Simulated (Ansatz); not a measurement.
C₃H₆BFO₂ (`CB(F)OC(C)=O`) at its PBE0-D4/def2-TZVP geometry, where that method's forces vanish. Total charge 0; spin multiplicity 1.

```
atom   x (Å)   y (Å)   z (Å)
  C1  -2.084   0.493  -0.333
  B2  -0.783   1.247   0.058
  F3  -0.810   2.546   0.329
  O4   0.478   0.704   0.201
  C5   0.855  -0.531  -0.230
  C6   2.092  -0.988   0.472
  O7   0.272  -1.134  -1.081
  H8  -2.136   0.421  -1.424
  H9  -2.969   1.031   0.012
 H10  -2.104  -0.534   0.032
 H11   2.888  -0.256   0.320
 H12   1.906  -1.038   1.547
 H13   2.395  -1.961   0.095
```

(1) For each bond, give half the difference of the two atoms' forces along it (eV/Å; positive pushes the atoms apart) under PBE-D4, r2SCAN-D4, B3LYP-D4, ωB97M-V in def2-TZVPP. (Estimate.)

Results:

(1) The calculation gave: 
```
  bond  length (Å)  PBE-D4  r2SCAN-D4  B3LYP-D4  ωB97M-V
 C1–B2       1.553   -0.24      -0.12      0.01    -0.01
 C1–H8       1.095    0.13       0.00     -0.04    -0.07
 C1–H9       1.091    0.11      -0.01     -0.04    -0.06
C1–H10       1.091    0.12      -0.01     -0.04    -0.06
 B2–F3       1.327    0.47       0.14      0.15     0.19
 B2–O4       1.380    0.10       0.06     -0.05     0.03
 O4–C5       1.361    0.26       0.22      0.18     0.11
 C5–C6       1.494   -0.30      -0.11      0.01     0.09
 C5–O7       1.195    0.93       0.32      0.18     0.05
C6–H11       1.092    0.10      -0.02     -0.05    -0.09
C6–H12       1.092    0.10      -0.02     -0.05    -0.09
C6–H13       1.087    0.10      -0.04     -0.07    -0.08
```

B3LYP here is the variant with VWN-RPA as its local correlation; programs differ in this.

Computed with Ansatz.
